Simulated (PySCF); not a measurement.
Bond energies at MP2/def2-TZVPP beside a composite method

PySCF, lowest determinants of a PBE0 search. The composite is CCSD(T) extrapolated to the basis-set limit from two correlation-consistent sets, with core-valence (CV) and scalar-relativistic (SR) terms as its label shows; it has no spin–orbit coupling and nothing beyond (T).

| species | state (unpaired electrons) | De MP2 (eV) | De composite (eV) | composite | dissociates to |
| --- | --- | --- | --- | --- | --- |
| NaBr | singlet (closed shell) | 3.81 | 3.78 | CCSD(T)/CBS(DT)+CV | Na + Br |
| SiO | singlet (closed shell) | 8.51 | 8.31 | CCSD(T)/CBS(TQ)+CV+SR | Si + O |
| TeC | singlet (closed shell) | 5.12 | 4.99 | CCSD(T)/CBS(TQ)+CV | Te + C |
| AlCl | singlet (closed shell) | 5.31 | 5.32 | CCSD(T)/CBS(TQ)+CV+SR | Al + Cl |
| NaB | triplet (σ ↑, π ↑) | 0.73 | 0.78 | CCSD(T)/CBS(DT)+CV+SR | Na + B |
| SnO | singlet (closed shell) | 6.10 | 5.77 | CCSD(T)/CBS(DT)+CV | Sn + O |
| Se2 | triplet (π ↑↑) | 3.56 | 3.55 | CCSD(T)/CBS(TQ) | Se + Se |
| AlH | singlet (closed shell) | 2.99 | 3.19 | CCSD(T)/CBS(TQ)+CV+SR | Al + H |

**Question.** Does MP2 bind more or less than the composite, by how much on average, and where is the difference largest?

**Answer.** MP2/def2-TZVPP binds more on average, method and basis taken together: the mean signed difference is +0.05 eV and the mean absolute one 0.12 eV; it is largest for SnO (+0.33 eV).

The molecules are drawn from runs that passed checks on state, spin purity and fit, so the hardest cases are missing and the errors look smaller than over all diatomics.

Correlated steps freeze the inner cores (2 to 18 orbitals); shallow outer-core shells are correlated. UHF and ROHF references stand side by side, which adds small steps between rows. Spin–orbit coupling is left out, which matters for elements this heavy, above all for dissociation energies. Where the molecule has an RHF reference, its open-shell atoms are computed with UHF. The CCSD T1 diagnostic is raised in SiO, SnO, TeC, a sign that a single reference may not be enough there. States were picked by a PBE0 search and need not be the measured ground states.
